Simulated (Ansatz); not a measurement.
Isolated molecules relaxed with PBE0-D4/def2-TZVP in Ansatz; ΔE leaves out vibrations. CBS: MP2 limit from def2 TZ/QZ plus the TZ coupled-cluster correction, frozen cores. def2 core potentials past Kr. For Br, Sn outer-core shells are correlated without core-valence functions, which leaves a few kJ/mol of doubt a bond. Scalar relativity is left out up to krypton.

Consider the ligand exchange at the Sn–N bond: `C[NH][SnH3]` + HBr → `[Br][SnH3]` + CH₃NH₂.

```tsv
species	HF/def2-SVP energy (Eh)
`C[NH][SnH3]`	-309.62361
HBr	-2572.68493
`[Br][SnH3]`	-2787.21637
CH₃NH₂	-95.14543
```

(1) Work out ΔE.

Largest T1 diagnostic among the species: 0.012.

Answers

(1) ΔE = (-2787.21637) + (-95.14543) − (-309.62361) − (-2572.68493) = -0.05326 Eh = -33.4 kcal/mol. CCSD(T)/CBS gives -28.1 kcal/mol.

In def2-TZVPP, CCSD(T) changes the Hartree–Fock value by +7.1 kcal/mol (the triples alone add +0.9 kcal/mol) and MP2 by +6.8 kcal/mol. From BLYP to BHLYP (50 % exact exchange), in def2-TZVPP and without D4, ΔE moves by −2.6 kcal/mol. At CCSD(T), def2-SVP lies +0.9 kcal/mol from the extrapolated value and def2-TZVPP +1.7 kcal/mol.
